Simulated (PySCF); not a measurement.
A PySCF script (with the pyscf-properties extension) for the NMR shieldings of SMILES C[SiH2][Si@@H](CF)C[SiH3], C₃H₁₃FSi₃, on a GFN2-xTB geometry:

```python
import basis_set_exchange as bse
import numpy as np
from pyscf import gto, dft
from pyscf.prop import nmr

atoms = """
C    -2.813351    0.594838   -0.828137
Si   -2.172443   -0.191479    0.780252
Si    0.118834   -0.576082    0.688011
C     0.522319   -1.803403   -0.742170
F     0.041542   -1.306214   -1.942163
C     1.111496    1.017507    0.347173
Si    3.011030    0.896031    0.353488
H    -3.893587    0.710101   -0.814345
H    -2.381214    1.579415   -0.986332
H    -2.556742   -0.015418   -1.689628
H    -2.944209   -1.421622    1.022268
H    -2.503393    0.715070    1.893133
H     0.692902   -1.251467    1.869313
H     1.593118   -1.962758   -0.884782
H     0.044314   -2.776182   -0.605049
H     0.799326    1.416606   -0.619683
H     0.815034    1.764044    1.085597
H     3.472546   -0.026085   -0.685410
H     3.572380    2.225318    0.092438
H     3.464951    0.422459    1.662990
"""
names = dict.fromkeys(["C", "Si", "F", "H"], "pcSseg-1")
basis = {el: gto.basis.parse(bse.get_basis(n, elements=[el], fmt="nwchem")) for el, n in names.items()}
mol = gto.M(atom=atoms, basis=basis, charge=0, verbose=0)
mf = dft.RKS(mol, xc="PBE0")
mf.grids.level = 2
mf.grids.alignment = dft.numint.BLKSIZE   # the property module wants whole blocks of grid points
mf.conv_tol = 1e-9
mf.kernel()

calc = nmr.RKS(mf)   # GIAO
C = mf.mo_coeff
Co = C[:, mf.mo_occ > 0]
resp = mf.gen_response(singlet=True, hermi=2)
def vind(x):   # induced exchange potential for any number of trial vectors
    d = np.einsum("pi,xij,qj->xpq", C, 2 * x.reshape(-1, C.shape[1], Co.shape[1]), Co, optimize=True)
    return np.einsum("xpq,pi,qj->xij", resp(d - d.transpose(0, 2, 1)), C, Co, optimize=True).ravel()
mo1, _ = nmr.rhf.solve_mo1(calc, with_cphf=vind)
sigma = calc.kernel(mo1)
for i, s in enumerate(sigma):   # ppm
    w = np.linalg.eigvalsh((s + s.T) / 2)
    print("%2d %-2s iso %8.1f  s11 %8.1f  s22 %8.1f  s33 %8.1f" % (i, mol.atom_pure_symbol(i), w.mean(), *w))
```

**Question.** What are the results?

**Answer.** 
```
 0 C  iso    197.0  s11    191.0  s22    198.9  s33    201.2
 1 Si iso    427.8  s11    405.0  s22    417.1  s33    461.3
 2 Si iso    393.3  s11    359.3  s22    391.8  s33    428.7
 3 C  iso    106.5  s11     55.4  s22     84.2  s33    179.9
 4 F  iso    474.0  s11    418.2  s22    483.8  s33    520.0
 5 C  iso    202.0  s11    193.7  s22    200.0  s33    212.2
 6 Si iso    423.2  s11    393.2  s22    408.3  s33    468.0
 7 H  iso     31.3  s11     26.1  s22     27.8  s33     40.1
 8 H  iso     31.5  s11     26.6  s22     30.0  s33     38.1
 9 H  iso     31.4  s11     25.8  s22     30.2  s33     38.1
10 H  iso     27.7  s11     24.2  s22     25.5  s33     33.4
11 H  iso     27.8  s11     24.4  s22     25.8  s33     33.2
12 H  iso     27.6  s11     24.1  s22     26.2  s33     32.6
13 H  iso     26.4  s11     22.5  s22     26.5  s33     30.3
14 H  iso     26.7  s11     22.6  s22     26.5  s33     31.1
15 H  iso     31.6  s11     26.1  s22     30.4  s33     38.2
16 H  iso     32.0  s11     25.5  s22     30.5  s33     40.0
17 H  iso     27.5  s11     23.5  s22     26.8  s33     32.4
18 H  iso     27.5  s11     23.6  s22     25.2  s33     33.7
19 H  iso     27.8  s11     24.2  s22     26.0  s33     33.2
```

These numbers come from an equivalent density-fitted implementation of the same equations, which agrees with the script to about 0.01 ppm for H and up to a few tenths of a ppm for heavy atoms, so last digits may differ.

**Question.** Turn these shieldings into chemical shifts. References, each an isolated molecule treated in the same way: ¹³C (σ = 186.93 ppm), ²⁹Si (σ = 349.16 ppm), ¹H (σ = 31.72 ppm) against TMS; CFCl3 for ¹⁹F (σ = 170.95 ppm).

**Answer.** Averaging equivalent atoms: C 3: 80.4; C 0: -10.1; C 5: -15.0; Si 2: -44.1; Si 6: -74.0; Si 1: -78.6; F 4: -303.0; H 13: 5.30; H 14: 4.98; H 17/18/19: 4.10; H 12: 4.08; H 10: 4.04; H 11: 3.93; H 7/8/9: 0.30; H 15: 0.15; H 16: -0.30 ppm. Unscaled 19F shifts against computed CFCl3 carry errors that often reach 10 to 50 ppm.

Size and cost of the density-fitted run: 205 basis functions, 36 s wall time on 1 thread of an Arm Neoverse V2, shared host; peak memory 0.93 GiB.
